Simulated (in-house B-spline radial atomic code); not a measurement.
**Ionising Sb VIII (Sb7+) with different functionals**

Computed with an all-electron radial atomic-structure program (B-spline basis): scalar-relativistic (spin-free X2C) Hamiltonian, Fermi nucleus of rms radius 4.6802 fm, spin-polarised at highest spin, spherical fractional occupations for the functionals, and exact exchange of hybrids averaged over the configuration. The ionisation energy is the difference of two self-consistent energies, [Kr] 4d8 → [Kr] 4d7, without Breit or QED terms; ε is the level of the shell that loses the electron (its least bound occupied spin orbital). There is no spin-orbit coupling in this Hamiltonian.

```csv
method,rung,ΔSCF (eV),-ε(4d) (eV)
PBE0,global hybrid,141.15,133.46
B3LYP,global hybrid,141.16,132.85
TPSSh,global hybrid,141.07,131.58
BHandHLYP,global hybrid,140.90,136.25
r2SCAN0,global hybrid,141.16,133.59
B97-1,global hybrid,141.19,132.97
HSE06,range-separated hybrid,141.10,133.00
wB97X,range-separated hybrid,141.01,135.82
CAM-B3LYP,range-separated hybrid,141.10,134.84
LC-wPBE,range-separated hybrid,141.17,135.98
```

(1) Among the functionals, which spreads more, the ΔSCF values or the orbital energies?

(2) How do they compare with the NIST value?

Answers

(1) The orbital energies: ΔSCF values span about 0.30 eV and the orbital energies 4.67 eV; here energy differences depend much less on the functional than eigenvalues do.

(2) NIST lists 139 eV ± 2.1 (tabulated theory, ground level to ground level). Errors run from +1.90 to +2.19 eV; all lie within about twice that uncertainty, so the table can't rank the methods.
